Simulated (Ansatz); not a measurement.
`[CH3][AlH][SiH](C)S` and `[CH3][AlH][SiH2]C` differ in one atom or group.

Ansatz, PBE0-D4/def2-TZVP geometries, multiplicity 1. Each molecule was computed in one conformer, which needn't be the lowest.

| property | `[CH3][AlH][SiH](C)S` |
| --- | --- |
| LUMO energy (ωB97M-V/def2-TZVPP) / eV | -0.14 |
| HOMO energy (ωB97M-V/def2-TZVPP) / eV | -9.16 |
| LUMO energy (B3LYP/def2-TZVPP) / eV | -1.93 |
| LUMO energy (PBE0/def2-TZVPP) / eV | -1.74 |
| HOMO energy (PBE/def2-TZVPP) / eV | -5.90 |
| size of the dipole moment (B3LYP/def2-TZVPP) / D | 2.05 |

(1) Give the same properties after the change, and the shifts. (Estimate.)

Results:

(1) Ansatz gave: 
| property | `[CH3][AlH][SiH2]C` | shift |
| --- | --- | --- |
| LUMO energy (ωB97M-V/def2-TZVPP) / eV | 0.01 | 0.15 |
| HOMO energy (ωB97M-V/def2-TZVPP) / eV | -9.03 | 0.13 |
| LUMO energy (B3LYP/def2-TZVPP) / eV | -1.79 | 0.14 |
| LUMO energy (PBE0/def2-TZVPP) / eV | -1.60 | 0.14 |
| HOMO energy (PBE/def2-TZVPP) / eV | -5.96 | -0.06 |
| size of the dipole moment (B3LYP/def2-TZVPP) / D | 1.27 | -0.78 |

With PBE0 the HOMO rises by 0.08 eV and the LUMO rises by 0.14 eV, so the gap widens by about 0.06 eV. PBE moves the HOMO by -0.06 eV and ωB97M-V by 0.13 eV. Dipoles are sizes alone; their direction can turn.

B3LYP here is the variant with VWN-RPA as its local correlation; programs differ in this.
